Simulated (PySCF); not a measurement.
Species: C₂H₁₀Si₄.
SMILES with atom numbers: `[CH:1]#[C:2][Si@@H:3]([SiH3:4])[SiH2:5][SiH3:6]` (hydrogens: H7 on C1; H8 on Si3; H9, H10, H11 on Si4; H12, H13 on Si5; H14, H15, H16 on Si6)

Structure optimised with GFN2-xTB, isolated species.

Question: Give the optimised bond lengths and angles.

Answer: 
| bond | length (Å) |
| --- | --- |
| C1≡C2 | 1.203 |
| C2–Si3 | 1.856 |
| Si3–Si4 | 2.320 |
| Si3–Si5 | 2.335 |
| Si5–Si6 | 2.310 |
| C1–H7 | 1.053 |
| Si3–H8 | 1.480 |
| Si4–H9, Si4–H10, Si4–H11 | 1.465 |
| Si5–H12 | 1.475 |
| Si5–H13 | 1.472 |
| Si6–H14, Si6–H15, Si6–H16 | 1.465 |

Bonds in one row agree within 0.01 Å and their mean is given. A selection of angles:
| angle | degrees |
| --- | --- |
| C2–C1–H7 | 179.5 |
| C1–C2–Si3 | 178.7 |
| C2–Si3–Si4 | 107.7 |
| C2–Si3–Si5 | 106.1 |
| C2–Si3–H8 | 102.4 |
| Si4–Si3–Si5 | 116.3 |
| Si4–Si3–H8 | 110.8 |
| Si5–Si3–H8 | 112.4 |
| Si3–Si4–H9 | 114.4 |
| Si3–Si4–H10 | 111.1 |
| H9–Si4–H10 | 106.9 |
| Si3–Si5–Si6 | 114.1 |
| Si3–Si5–H12 | 107.7 |
| Si3–Si5–H13 | 110.6 |
| Si6–Si5–H12 | 110.3 |
| Si6–Si5–H13 | 110.7 |
| H12–Si5–H13 | 102.9 |
| Si5–Si6–H14 | 111.2 |
| Si5–Si6–H15 | 115.1 |
| Si5–Si6–H16 | 110.4 |
| H14–Si6–H15 | 106.7 |
| H15–Si6–H16 | 106.3 |

Dihedral angles: C2–Si3–Si5–Si6 -62° (synclinal).

Si5 (SiH2 silicon) is distorted tetrahedral (angles from 102.9° to 114.1°). The 3 Si–Si bonds span 2.310 Å (Si5–Si6, drawn single) to 2.335 Å (Si3–Si5, drawn single), a spread of 0.025 Å. Si4 (SiH3 silicon) is distorted tetrahedral (angles from 106.6° to 114.4°). Si3 (SiH silicon) is distorted tetrahedral (angles from 102.4° to 116.3°). Si6 (SiH3 silicon) is distorted tetrahedral (angles from 106.3° to 115.1°).

Point group: C1 (no symmetry element, even within 0.4 Å). Not checked by GFN2-xTB frequencies. The numbers are those of one conformer.

The numbers are calculated, not measured.
